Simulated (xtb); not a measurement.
Br$_{5}$Ta (SMILES [Br][Ta]([Br])([Br])([Br])[Br]), singlet, geometry from GFN2-xTB (such geometries of metal compounds can be far from the true shape); GFN2-xTB with ALPB(water) (xtb).

Here is a job for xtb.
```
$ xtb mol.xyz --gfn 2 --chrg 0 --uhf 0 --alpb water --json

# file mol.xyz
6

Ta     0.00000000    -0.00000000    -0.00000000
Br     1.78704776    -0.53182548     1.65658392
Br    -1.78704776     0.53182548    -1.65658392
Br     0.39949479     2.38404800     0.33441180
Br     1.23333407    -1.21431136    -1.72030440
Br    -1.63282886    -1.16973665     1.38589260
```

**Question.** What does xtb print? Leave out banner, timings and long lists.

**Answer.** 
```
   ID    Z sym.   atoms
    1   73 Ta     1
    2   35 Br     2-6

           -------------------------------------------------
          |                Calculation Setup                |
           -------------------------------------------------

           -------------------------------------------------
          |                 G F N 2 - x T B                 |
           -------------------------------------------------

      * Solvation model:               ALPB
        Solvent                        water
        Parameter file                 internal GFN2-xTB/ALPB
        Dielectric constant                8.0200E+01
        Reference state                gsolv [1 M gas/solution]
        Free energy shift                  1.0808E-03 Eh       6.7819E-01 kcal/mol
        Temperature                        2.9815E+02 K
        Density                            1.0000E+00 kg/L
        Solvent mass                       1.8000E+01 g/mol
        Interaction kernel             P16
        Born radius scaling (c1)           1.4744E+00
        Born radii integrator          GBOBC
        Born offset                        0.0000E+00 a0       0.0000E+00 AA
        H-bond correction              true
        Ion screening                  false
        Surface tension                    1.0000E-05 Eh       1.5569E+01 dyn/cm
        Grid points                               230 per atom

          ...................................................
          :                      SETUP                      :
          :.................................................:
          :  # basis functions                  60          :
          :  # atomic orbitals                  54          :
          :  # shells                           18          :
          :  # electrons                        40          :
          :  max. iterations                   250          :
          :  Hamiltonian                  GFN2-xTB          :
          :  restarted?                      false          :
          :  GBSA solvation                   true          :
          :  PC potential                    false          :
          :  electronic temp.          300.0000000     K    :
          :  accuracy                    1.0000000          :
          :  -> integral cutoff          0.2500000E+02      :
          :  -> integral neglect         0.1000000E-07      :
          :  -> SCF convergence          0.1000000E-05 Eh   :
[...]
         :: total energy             -22.683856764019 Eh    ::
[...]
        54                          3.5962025              97.8577
      -------------------------------------------------------------
                  HL-Gap            0.0783776 Eh            2.1328 eV
             Fermi-level           -0.4498702 Eh          -12.2416 eV

     #   Z          covCN         q      C6AA      α(0)
     1  73 Ta       3.889     1.091   163.755    18.939
     2  35 Br       0.949    -0.268   192.502    22.371
     3  35 Br       0.949    -0.268   192.502    22.371
     4  35 Br       0.893    -0.185   190.050    22.227
     5  35 Br       0.893    -0.185   190.051    22.227
     6  35 Br       0.893    -0.185   190.052    22.227

 Mol. C6AA /au·bohr⁶  :       6696.710878
 Mol. C8AA /au·bohr⁸  :     517622.146660
 Mol. α(0) /au        :        130.361930

Wiberg/Mayer (AO) data.
largest (>0.10) Wiberg bond orders for each atom

 ---------------------------------------------------------------------------
     #   Z sym  total        # sym  WBO       # sym  WBO       # sym  WBO
 ---------------------------------------------------------------------------
     1  73 Ta   5.716 --     4 Br   1.189     5 Br   1.189     6 Br   1.189
                             2 Br   1.074     3 Br   1.074
     2  35 Br   1.280 --     1 Ta   1.074
     3  35 Br   1.280 --     1 Ta   1.074
     4  35 Br   1.404 --     1 Ta   1.189
     5  35 Br   1.404 --     1 Ta   1.189
     6  35 Br   1.404 --     1 Ta   1.189
 ---------------------------------------------------------------------------

Topologies differ in total number of bonds
Writing topology from bond orders to xtbtopo.mol

molecular dipole:
                 x           y           z       tot (Debye)
 q only:        0.000       0.000      -0.000
   full:        0.000       0.000      -0.000       0.000
molecular quadrupole (traceless):
                xx          xy          yy          xz          yz          zz
 q only:       -1.624       1.378       2.597      -4.291       1.277      -0.973
  q+dip:       -2.754       2.337       4.404      -7.280       2.167      -1.650
   full:       -2.737       2.322       4.376      -7.234       2.153      -1.639

           -------------------------------------------------
          | TOTAL ENERGY              -22.683856764019 Eh   |
          | GRADIENT NORM               0.002549995384 Eh/α |
          | HOMO-LUMO GAP               2.132762991732 eV   |
           -------------------------------------------------

normal termination of xtb
```
